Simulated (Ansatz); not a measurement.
`[GeH3][SiH2][GeH2][GeH3]` + `[NH2][GeH2][F]` → `[F][GeH2][NH][GeH3]` + `[GeH3][SiH2][GeH3]` at 700 K and 1 bar (cleavage of the Ge–Ge bond).

Program: Ansatz. Geometries: PBE0-D4/def2-TZVP. ΔE: electronic, gas phase. CCSD(T)/CBS is the MP2 limit (def2-TZVPP, def2-QZVPP) plus CCSD(T) − MP2 in def2-TZVPP, frozen cores. For Ge outer-core shells are correlated without core-valence functions, which leaves a few kJ/mol of doubt a bond. Scalar relativity is left out up to krypton. One conformer a species, not always the lowest.

```tsv
species	CCSD(T)/CBS energy (Eh)	H − E (kJ/mol)	S (J/(mol·K))
`[GeH3][SiH2][GeH2][GeH3]`	-6523.43025	324.8	631.2
`[NH2][GeH2][F]`	-2233.06137	170.6	376.2
`[F][GeH2][NH][GeH3]`	-4310.37685	232.5	490.2
`[GeH3][SiH2][GeH3]`	-4446.10285	254.5	506.2
```

H − E and S are ideal-gas, rigid-rotor, harmonic terms from PBE0-D4/def2-TZVP, for one conformer and one mirror image of each species. 1 Eh = 2625.50 kJ/mol, R = 8.31446 J/(mol·K).

By hand: ΔE, ΔH, ΔS and ΔG.

ΔE = (-4310.37685) + (-4446.10285) − (-6523.43025) − (-2233.06137) = 0.01192 Eh = 31.3 kJ/mol. Δ(H − E) = 232.5 + 254.5 − 324.8 − 170.6 = -8.4, so ΔH = 22.9 kJ/mol. ΔS = 490.2 + 506.2 − 631.2 − 376.2 = -11.0 J/(mol·K). ΔG = 22.9 − 700 × (-11.0)/1000 = 30.6 kJ/mol.

By hand: the equilibrium constant, and the temperature at which ΔG would vanish if ΔH and ΔS stayed fixed.

log₁₀ K = −ΔG/(RT ln 10) = -2.3. ΔH and −TΔS have one sign here, so there is no such temperature.

TΔS isn't small against ΔH here. A doubt of 5 kJ/mol in ΔE shifts log₁₀ K by 0.4 here. Other conformers and mirror images would add mixing entropy, several J/(mol·K) or more a flexible species. Modes under 60 cm⁻¹, often nearly free rotors, make the harmonic entropy too high. These are equilibria of isolated gas molecules and say nothing of rates. Largest T1 diagnostic: 0.012 (customary marks: 0.02 for closed shells, 0.045 for open ones).

ΔS is within the doubt of such terms, so its sign, and with it that verdict, could turn.
